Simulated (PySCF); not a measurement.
## C$_{3}$H$_{8}$FNSi: full NMR table

```
Formula                               : C3H8FNSi
SMILES                                : C=C(CF)[SiH2]N
Point group of the computed structure : C1
Degrees of unsaturation               : 1
Carbon signals                        : 3
Proton signals                        : 5
```

Numbering as in the mapped SMILES `[CH2:1]=[C:2]([CH2:3][F:4])[SiH2:5][NH2:6]`; H(Xn) means a hydrogen on atom n. Ha(C1) is cis to C3; Hb(C1) is trans to C3.

Method: σ from GIAO-PBE0/pcSseg-1, structure optimised with GFN2-xTB, in PySCF 2.14.0 with density-fitted response routines (one averaged value for each set of equivalent atoms, no solvent model, one computed conformer, relativity neglected).

References, each an isolated molecule treated in the same way: ¹H (σref 31.72), ¹³C (σref 186.93), ²⁹Si (σref 349.16) against TMS; CFCl3 for ¹⁹F (σref 170.95); ¹⁵N (σref 267.73) against NH3.

```tsv
carbon	δC, type	δH (multiplicity)	HMBC from (2–3 bonds)	span of the C tensor (ppm)
C1	129.3, CH2	Ha(C1) 6.08 (m); Hb(C1) 5.65 (m)	H(C3), H(Si5)	226
C2	156.2, C	–	Ha(C1), Hb(C1), H(C3), H(Si5)	232
C3	92.5, CH2	5.48 (m)	Ha(C1), Hb(C1), H(Si5)	86
```

Other nuclei:
```tsv
atoms	nucleus	environment	δ (ppm)	σ (ppm)
H(Si5)	¹H	hydrogen on a silicon bonded to C, N	5.17	26.54
H(N6)	¹H	hydrogen on a nitrogen bonded to Si	0.05	31.67
F4	¹⁹F	fluorine on an sp3 carbon	-248.2	419.2
Si5	²⁹Si	silicon bonded to C, N, 2 H	-46.3	395.4
N6	¹⁵N	nitrogen bonded to Si, 2 H	-0.1	267.8
```

- Carbon types of the structure: 1 × C, 2 × CH2, leaving 4 H on heteroatoms.
- δC 156.2: fully substituted alkene carbon; the olefinic region.
- δC 129.3: terminal =CH2 carbon; as expected for a trigonal carbon in a double bond.
- δC 92.5: allylic sp3 CH2 bonded to F; pulled downfield by the heteroatom.
- δH 6.08, 5.65: hydrogen on a terminal =CH2 carbon; attached to an sp2 carbon and in the plane of the double bond.
- δH 5.48: hydrogen on an allylic sp3 CH2 bonded to F; its carbon carries F, hence the downfield position.

Exchangeable OH/NH protons stand at their gas-phase positions; hydrogen bonding in a real sample shifts them, mostly to higher δ. Splittings by ¹⁹F in the carbon and heteronuclear signals aren't shown, as no couplings were computed. Shifts are as computed. Against solution values, carbons near 30 ppm lie about +3 ppm off and those near 130 ppm about +5 ppm. Of 1309 compounds with measured shifts, 239 miss one by over three times the rms of a fit or turn the order of signals round; such compounds aren't used in these exercises. Unscaled 19F shifts against computed CFCl3 carry errors that often reach 10 to 50 ppm. Experimental scales use liquid or dissolved standards, which lie at an offset from isolated NH3 (liquid NH3: subtract about 20 ppm). Multiplicities follow the n + 1 count of equivalent neighbours, as no J values were calculated; m marks all less simple cases, F and P coupling included.
